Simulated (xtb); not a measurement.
Input file for xtb: GFN1-xTB on CuBr, 2S+1 = 1, a point of a bond scan (R = 2.158 Å).

```
$ xtb mol.xyz --gfn 1 --sp --chrg 0 --uhf 0
2

Cu     0.00000000     0.00000000     0.00000000
Br     0.00000000     0.00000000     2.15840600
```

It printed:

```
[...]
           -------------------------------------------------
          |                Calculation Setup                |
           -------------------------------------------------



           -------------------------------------------------
          |                 G F N 1 - x T B                 |
           -------------------------------------------------

        Reference                      10.1021/acs.jctc.7b00118
      * Hamiltonian:
        H0-scaling (s, p, d)           1.850000    2.250000    2.000000
        zeta-weighting                 0.000000
      * Dispersion:
        s8                             2.400000
        a1                             0.630000
        a2                             5.000000
        s9                             0.000000
      * Repulsion:
        kExp                           1.500000
        rExp                           1.000000
      * Coulomb:
        alpha                          2.000000
        third order                    atomic
        anisotropic                    false
      * Halogen bond correction:
        rad-scale                      1.300000
        damping                        0.440000


          ...................................................
          :                      SETUP                      :
          :.................................................:
          :  # basis functions                  20          :
          :  # atomic orbitals                  18          :
          :  # shells                            6          :
          :  # electrons                        18          :
          :  # halogen bonds                     0          :
          :  max. iterations                   250          :
          :  Hamiltonian                  GFN1-xTB          :
          :  restarted?                      false          :
          :  GBSA solvation                  false          :
          :  PC potential                    false          :
          :  electronic temp.          300.0000000     K    :
          :  accuracy                    1.0000000          :
          :  -> integral cutoff          0.2500000E+02      :
          :  -> integral neglect         0.1000000E-07      :
          :  -> SCF convergence          0.1000000E-05 Eh   :
          :  -> wf. convergence          0.2000000E-04 e    :
          :  Broyden damping             0.4000000          :
          :  net charge                          0          :
          :  unpaired electrons                  0          :
          ...................................................

 iter      E             dE          RMSdq      gap      omega  full diag
   1     -8.1620481 -0.816205E+01  0.144E+01    2.04       0.0  T
   2     -8.3105795 -0.148531E+00  0.118E+01    3.57       1.0  T
   3     -8.4025864 -0.920069E-01  0.703E+00    3.73       1.0  T
   4     -8.3686481  0.339383E-01  0.358E+00    2.92       1.0  T
   5     -8.4071499 -0.385018E-01  0.291E-01    3.69       1.0  T
   6     -8.4072427 -0.927445E-04  0.198E-01    3.68       1.0  T
   7     -8.4073380 -0.952820E-04  0.131E-02    3.66       5.4  T
   8     -8.4073383 -0.370489E-06  0.579E-03    3.66      12.2  T
   9     -8.4073384 -0.812136E-07  0.201E-04    3.66     352.1  T
  10     -8.4073384 -0.824105E-10  0.155E-06    3.66   45717.4  T
  11     -8.4073384  0.532907E-14  0.138E-06    3.66   51314.1  T

   *** convergence criteria satisfied after 11 iterations ***

         #    Occupation            Energy/Eh            Energy/eV
      -------------------------------------------------------------
         1        2.0000           -0.6893012             -18.7568
       ...           ...                  ...                  ...
         3        2.0000           -0.4432866             -12.0624
         4        2.0000           -0.4432866             -12.0624
         5        2.0000           -0.4302829             -11.7086
         6        2.0000           -0.4302829             -11.7086
         7        2.0000           -0.4201138             -11.4319
         8        2.0000           -0.4185803             -11.3901
         9        2.0000           -0.4185803             -11.3901 (HOMO)
        10                         -0.2842288              -7.7343 (LUMO)
        11                         -0.1668562              -4.5404
        12                         -0.1668562              -4.5404
        13                         -0.0736004              -2.0028
        14                         -0.0736004              -2.0028
       ...                                ...                  ...
        18                          0.4369627              11.8904
      -------------------------------------------------------------
                  HL-Gap            0.1343514 Eh            3.6559 eV
             Fermi-level           -0.3514045 Eh           -9.5622 eV

 SCC (total)                   0 d,  0 h,  0 min,  0.002 sec
 SCC setup                      ...        0 min,  0.000 sec (  2.604%)
 Dispersion                     ...        0 min,  0.000 sec (  1.077%)
 classical contributions        ...        0 min,  0.000 sec (  2.696%)
 integral evaluation            ...        0 min,  0.001 sec ( 23.690%)
 iterations                     ...        0 min,  0.001 sec ( 40.676%)
 molecular gradient             ...        0 min,  0.000 sec ( 22.193%)
 printout                       ...        0 min,  0.000 sec (  6.788%)

         :::::::::::::::::::::::::::::::::::::::::::::::::::::
         ::                     SUMMARY                     ::
         :::::::::::::::::::::::::::::::::::::::::::::::::::::
         :: total energy              -8.392274509561 Eh    ::
         :: gradient norm              0.021125463648 Eh/a0 ::
         :: HOMO-LUMO gap              3.655888518686 eV    ::
         ::.................................................::
         :: SCC energy                -8.407338420082 Eh    ::
         :: -> electrostatic           0.006384801506 Eh    ::
         :: repulsion energy           0.015420960711 Eh    ::
         :: dispersion energy         -0.000357050191 Eh    ::
         :: halogen bond corr.         0.000000000000 Eh    ::
         :: add. restraining           0.000000000000 Eh    ::
         :: total charge              -0.000000000000 e     ::
         :::::::::::::::::::::::::::::::::::::::::::::::::::::

           -------------------------------------------------
          |                Property Printout                |
           -------------------------------------------------

    * Orbital Energies and Occupations

         #    Occupation            Energy/Eh            Energy/eV
      -------------------------------------------------------------
         1        2.0000           -0.6893012             -18.7568
         2        2.0000           -0.4622425             -12.5783
         3        2.0000           -0.4432866             -12.0624
         4        2.0000           -0.4432866             -12.0624
         5        2.0000           -0.4302829             -11.7086
         6        2.0000           -0.4302829             -11.7086
         7        2.0000           -0.4201138             -11.4319
         8        2.0000           -0.4185803             -11.3901
         9        2.0000           -0.4185803             -11.3901 (HOMO)
        10                         -0.2842288              -7.7343 (LUMO)
        11                         -0.1668562              -4.5404
        12                         -0.1668562              -4.5404
        13                         -0.0736004              -2.0028
        14                         -0.0736004              -2.0028
        15                         -0.0659420              -1.7944
Note: The following floating-point exceptions are signalling: IEEE_DENORMAL
normal termination of xtb
        16                          0.0141735               0.3857
        17                          0.0141735               0.3857
        18                          0.4369627              11.8904
      -------------------------------------------------------------
                  HL-Gap            0.1343514 Eh            3.6559 eV
             Fermi-level           -0.3514045 Eh           -9.5622 eV

  Mulliken/CM5 charges         n(s)   n(p)   n(d)
     1Cu    0.13589  0.19141   0.435  0.468  9.961
     2Br   -0.13589 -0.19141   1.889  5.252 -0.004

Wiberg/Mayer (AO) data.
largest (>0.10) Wiberg bond orders for each atom

 ---------------------------------------------------------------------------
     #   Z sym  total        # sym  WBO       # sym  WBO       # sym  WBO
 ---------------------------------------------------------------------------
     1  29 Cu   1.425 --     2 Br   1.425
     2  35 Br   1.425 --     1 Cu   1.425
 ---------------------------------------------------------------------------

Topologies differ in total number of bonds
Writing topology from bond orders to xtbtopo.mol

 dipole moment from electron density (au)
     X       Y       Z
   0.0000   0.0000  -1.7543  total (Debye):    4.459


           -------------------------------------------------
          | TOTAL ENERGY               -8.392274509561 Eh   |
          | GRADIENT NORM               0.021125463648 Eh/α |
          | HOMO-LUMO GAP               3.655888518686 eV   |
           -------------------------------------------------

------------------------------------------------------------------------
------------------------------------------------------------------------
 total:
 SCF:
```

The run finished.

Cost: very roughly 0.020 core-seconds.
